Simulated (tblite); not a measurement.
A geometry optimisation, step by step.

C6H10NS (doublet state).
Numbering: `[NH2:1][CH:2][C@@H:3]1[CH2:4][CH2:5][C:6](=[S:7])[CH2:8]1` (hydrogens: H9, H10 on N1; H11 on C2; H12 on C3; H13, H14 on C4; H15, H16 on C5; H17, H18 on C8)
Bond orders are those of one Lewis drawing.

Computed with GFN2-xTB (tblite), gas phase: L-BFGS steps from a force-field or distance-geometry start until the largest atomic force falls under 0.01 eV/Å. 7 of its 97 geometries are shown.

Step 0: E = -653.6871 eV, largest atomic force 2.515 eV/Å
```
atom  x, y, z in Å  |  force x, y, z in eV/Å
N1      2.808    0.956   -0.194   -1.680  -1.798   0.520
C2      1.739    0.047    0.238    1.831   1.008  -0.480
C3      0.346    0.190   -0.239    0.910   0.620   0.015
C4     -0.634    0.612    0.862   -0.122   0.129   1.020
C5     -2.017    0.306    0.305    0.646  -0.450  -0.415
C6     -1.727   -0.884   -0.577   -1.067  -0.949  -0.560
S7     -2.906   -1.842   -1.247    0.899   0.720   0.447
C8     -0.243   -1.112   -0.777   -1.025   0.169  -0.052
H9      3.742    0.569   -0.090   -0.278  -0.013   0.187
H10     2.685    1.281   -1.149   -0.198   0.031   0.213
H11     1.963   -0.701    1.011    0.043   0.706  -0.532
H12     0.294    0.947   -1.037    0.115  -0.082   0.109
H13    -0.533    1.661    1.155    0.145  -0.109  -0.134
H14    -0.465    0.006    1.774    0.019   0.191  -0.418
H15    -2.748    0.095    1.083   -0.082  -0.047  -0.160
H16    -2.374    1.137   -0.312   -0.105  -0.117   0.027
H17     0.066   -1.986   -0.194    0.030   0.135  -0.083
H18    -0.002   -1.275   -1.836   -0.082  -0.146   0.297
```

Step 16: E = -653.9644 eV, largest atomic force 0.066 eV/Å
```
atom  x, y, z in Å  |  force x, y, z in eV/Å
N1      2.769    0.876   -0.214    0.015  -0.020  -0.029
C2      1.759    0.028    0.198    0.020   0.029   0.017
C3      0.368    0.212   -0.241    0.065   0.010   0.002
C4     -0.621    0.615    0.881    0.022   0.003  -0.025
C5     -1.990    0.277    0.302   -0.023   0.009   0.004
C6     -1.748   -0.901   -0.589    0.005   0.014   0.005
S7     -2.902   -1.810   -1.287   -0.014   0.017  -0.039
C8     -0.281   -1.091   -0.773    0.029  -0.016   0.018
H9      3.712    0.547   -0.073   -0.033  -0.015   0.006
H10     2.627    1.318   -1.113   -0.031   0.008   0.035
H11     1.988   -0.637    1.014   -0.002   0.024  -0.027
H12     0.339    0.977   -1.024   -0.038  -0.010  -0.029
H13    -0.520    1.665    1.148    0.004   0.006   0.011
H14    -0.422    0.009    1.766   -0.013   0.003  -0.004
H15    -2.747    0.070    1.057   -0.005  -0.030   0.039
H16    -2.370    1.099   -0.312   -0.008   0.027  -0.004
H17     0.058   -1.927   -0.157   -0.017  -0.046   0.021
H18    -0.030   -1.322   -1.808    0.023  -0.013  -0.003
```

Step 32: E = -653.9854 eV, largest atomic force 0.093 eV/Å
```
atom  x, y, z in Å  |  force x, y, z in eV/Å
N1      2.771    0.885   -0.234   -0.006  -0.028  -0.025
C2      1.765    0.047    0.195    0.004  -0.006   0.038
C3      0.374    0.190   -0.239   -0.014   0.028   0.006
C4     -0.613    0.618    0.874   -0.066   0.022   0.030
C5     -1.992    0.266    0.316    0.003  -0.038  -0.020
C6     -1.741   -0.866   -0.638   -0.002   0.000   0.014
S7     -2.883   -1.618   -1.524    0.075   0.051   0.020
C8     -0.276   -1.138   -0.708   -0.061  -0.042  -0.034
H9      3.706    0.509   -0.184    0.016   0.057  -0.007
H10     2.579    1.415   -1.073   -0.008  -0.049   0.004
H11     2.011   -0.611    1.009    0.026  -0.053   0.000
H12     0.320    0.909   -1.061   -0.027   0.066  -0.018
H13    -0.500    1.671    1.119   -0.049   0.046   0.000
H14    -0.407    0.034    1.772    0.000  -0.007  -0.010
H15    -2.705   -0.027    1.090    0.057   0.022  -0.015
H16    -2.444    1.101   -0.231    0.053  -0.032   0.033
H17    -0.007   -1.930   -0.004   -0.025   0.012   0.011
H18     0.032   -1.452   -1.704    0.025  -0.050  -0.028
```

Step 48: E = -653.9960 eV, largest atomic force 0.020 eV/Å
```
atom  x, y, z in Å  |  force x, y, z in eV/Å
N1      2.759    0.879   -0.268    0.008   0.002  -0.004
C2      1.768    0.050    0.202    0.010  -0.002   0.000
C3      0.374    0.185   -0.221    0.004   0.012   0.016
C4     -0.619    0.626    0.883   -0.014   0.003   0.004
C5     -1.993    0.250    0.324   -0.006  -0.001   0.005
C6     -1.726   -0.843   -0.668   -0.005   0.016  -0.003
S7     -2.832   -1.489   -1.676    0.012   0.006   0.003
C8     -0.273   -1.156   -0.668   -0.009   0.005  -0.003
H9      3.706    0.537   -0.224   -0.004  -0.005   0.000
H10     2.538    1.403   -1.101    0.000  -0.008  -0.009
H11     2.047   -0.659    0.961    0.000   0.007   0.011
H12     0.311    0.899   -1.050   -0.013  -0.004   0.000
H13    -0.531    1.688    1.104    0.005   0.000  -0.005
H14    -0.407    0.068    1.796   -0.005  -0.007  -0.010
H15    -2.681   -0.087    1.101    0.000  -0.002  -0.001
H16    -2.474    1.091   -0.183    0.005  -0.012   0.004
H17    -0.055   -1.911    0.093    0.011   0.003  -0.007
H18     0.078   -1.524   -1.631    0.001  -0.009  -0.002
```

Step 64: E = -653.9987 eV, largest atomic force 0.048 eV/Å
```
atom  x, y, z in Å  |  force x, y, z in eV/Å
N1      2.764    0.850   -0.325    0.011  -0.002   0.003
C2      1.761    0.089    0.228   -0.009  -0.009   0.007
C3      0.369    0.205   -0.201   -0.001  -0.007  -0.010
C4     -0.633    0.621    0.902    0.000  -0.022   0.010
C5     -2.000    0.233    0.334   -0.005   0.024   0.009
C6     -1.714   -0.835   -0.681    0.006   0.022   0.028
S7     -2.789   -1.436   -1.747   -0.013   0.001   0.011
C8     -0.262   -1.145   -0.662    0.006   0.014  -0.013
H9      3.707    0.503   -0.242    0.000  -0.009  -0.008
H10     2.553    1.298   -1.205   -0.007  -0.016   0.013
H11     2.032   -0.567    1.036    0.023   0.014  -0.004
H12     0.298    0.921   -1.027   -0.005  -0.004  -0.014
H13    -0.551    1.680    1.141   -0.031  -0.023  -0.024
H14    -0.423    0.049    1.806    0.028  -0.010   0.021
H15    -2.682   -0.128    1.105   -0.006  -0.012  -0.007
H16    -2.492    1.077   -0.156   -0.027   0.015  -0.019
H17    -0.039   -1.902    0.095   -0.017   0.018  -0.001
H18     0.092   -1.507   -1.627    0.048   0.005  -0.004
```

Step 80: E = -654.0009 eV, largest atomic force 0.016 eV/Å
```
atom  x, y, z in Å  |  force x, y, z in eV/Å
N1      2.770    0.815   -0.371    0.000  -0.004  -0.005
C2      1.757    0.127    0.254    0.001  -0.001   0.005
C3      0.366    0.229   -0.182    0.004  -0.009  -0.009
C4     -0.646    0.615    0.920    0.006  -0.004  -0.002
C5     -2.006    0.219    0.339    0.002  -0.001   0.005
C6     -1.702   -0.822   -0.697    0.010   0.010   0.004
S7     -2.765   -1.401   -1.788    0.005  -0.006  -0.004
C8     -0.249   -1.125   -0.665    0.007   0.004   0.002
H9      3.705    0.454   -0.270    0.002  -0.010  -0.004
H10     2.557    1.189   -1.284   -0.001   0.007   0.002
H11     2.029   -0.477    1.100   -0.004  -0.002  -0.002
H12     0.290    0.947   -1.004    0.002   0.003  -0.002
H13    -0.585    1.672    1.171   -0.011  -0.001  -0.006
H14    -0.429    0.035    1.818   -0.001   0.000   0.006
H15    -2.683   -0.175    1.099   -0.011   0.012   0.002
H16    -2.512    1.065   -0.132   -0.011  -0.009   0.005
H17    -0.036   -1.883    0.093    0.002   0.002   0.001
H18     0.131   -1.477   -1.624   -0.002   0.010   0.001
```

Step 96: E = -654.0016 eV, largest atomic force 0.010 eV/Å
```
atom  x, y, z in Å  |  force x, y, z in eV/Å
N1      2.775    0.795   -0.382    0.000   0.003  -0.003
C2      1.755    0.139    0.264    0.004   0.002   0.000
C3      0.364    0.241   -0.174    0.003  -0.002   0.000
C4     -0.654    0.621    0.923   -0.001  -0.002  -0.001
C5     -2.011    0.212    0.342    0.000  -0.002  -0.002
C6     -1.695   -0.821   -0.699    0.003  -0.007   0.006
S7     -2.746   -1.402   -1.800   -0.005   0.003   0.000
C8     -0.241   -1.115   -0.663    0.006   0.004  -0.002
H9      3.703    0.408   -0.300   -0.002  -0.003   0.004
H10     2.554    1.178   -1.288    0.001   0.000   0.000
H11     2.025   -0.470    1.108   -0.004   0.000  -0.001
H12     0.290    0.962   -0.996   -0.002  -0.001   0.002
H13    -0.604    1.679    1.171    0.000  -0.001  -0.002
H14    -0.434    0.046    1.824    0.002   0.002   0.002
H15    -2.683   -0.191    1.101   -0.002   0.001  -0.002
H16    -2.527    1.054   -0.126   -0.002   0.001   0.002
H17    -0.023   -1.874    0.092   -0.002   0.005  -0.002
H18     0.144   -1.458   -1.623    0.001  -0.003  -0.001
```

Problem. Summarise the path.

Solution. The energy falls by 0.3145 eV from step 0 to step 96; nine tenths of that is first reached at step 22. It falls at every step. The largest force goes from 2.515 to 0.010 eV/Å. Among the bonds N1–C2 changes most, from 1.468 to 1.374 Å; the atoms move by 0.258 Å rms after alignment.

Problem. Follow the three bonds and two angles with the largest change from start to end.

Solution. 
| step | E above end (eV) | largest force (eV/Å) | N1–C2 (Å) | C3–C8 (Å) | C6=S7 (Å) | H9–N1–H10 (°) | C3–C8–H17 (°) |
| --- | --- | --- | --- | --- | --- | --- | --- |
| 0 | 0.3145 | 2.515 | 1.468 | 1.526 | 1.660 | 109.2 | 112.6 |
| 4 | 0.0633 | 0.316 | 1.378 | 1.554 | 1.626 | 111.2 | 111.0 |
| 8 | 0.0433 | 0.131 | 1.381 | 1.549 | 1.626 | 115.0 | 110.4 |
| 13 | 0.0391 | 0.055 | 1.379 | 1.548 | 1.627 | 113.9 | 109.2 |
| 17 | 0.0365 | 0.056 | 1.382 | 1.551 | 1.626 | 113.5 | 108.6 |
| 21 | 0.0320 | 0.123 | 1.378 | 1.554 | 1.629 | 114.5 | 108.9 |
| 25 | 0.0255 | 0.086 | 1.378 | 1.553 | 1.626 | 114.5 | 108.7 |
| 29 | 0.0212 | 0.084 | 1.376 | 1.554 | 1.629 | 114.2 | 108.7 |
| 33 | 0.0148 | 0.089 | 1.378 | 1.552 | 1.628 | 114.4 | 108.6 |
| 38 | 0.0090 | 0.093 | 1.376 | 1.558 | 1.627 | 114.1 | 108.3 |
| 42 | 0.0067 | 0.036 | 1.376 | 1.556 | 1.629 | 114.7 | 108.3 |
| 46 | 0.0059 | 0.030 | 1.375 | 1.556 | 1.628 | 114.8 | 108.1 |
| 50 | 0.0055 | 0.017 | 1.375 | 1.555 | 1.629 | 114.6 | 108.3 |
| 54 | 0.0054 | 0.017 | 1.375 | 1.555 | 1.628 | 114.7 | 108.1 |
| 58 | 0.0049 | 0.038 | 1.375 | 1.555 | 1.628 | 114.7 | 108.0 |
| 63 | 0.0033 | 0.052 | 1.375 | 1.561 | 1.630 | 114.8 | 108.2 |
| 67 | 0.0019 | 0.057 | 1.375 | 1.559 | 1.630 | 114.9 | 108.1 |
| 71 | 0.0013 | 0.023 | 1.374 | 1.563 | 1.629 | 115.0 | 108.1 |
| 75 | 0.0009 | 0.025 | 1.374 | 1.562 | 1.630 | 114.9 | 108.1 |
| 79 | 0.0007 | 0.015 | 1.374 | 1.563 | 1.630 | 114.8 | 108.0 |
| 83 | 0.0005 | 0.017 | 1.374 | 1.562 | 1.629 | 114.8 | 108.0 |
| 88 | 0.0002 | 0.019 | 1.374 | 1.563 | 1.629 | 114.9 | 107.9 |
| 92 | 0.0001 | 0.010 | 1.374 | 1.563 | 1.630 | 114.9 | 108.0 |
| 96 | 0.0000 | 0.010 | 1.374 | 1.563 | 1.629 | 114.8 | 108.0 |

The cost below is that of the whole relaxation. The run took 1.1 s of wall time on one thread, Arm Neoverse N1 (aarch64), no GPU (shared host).
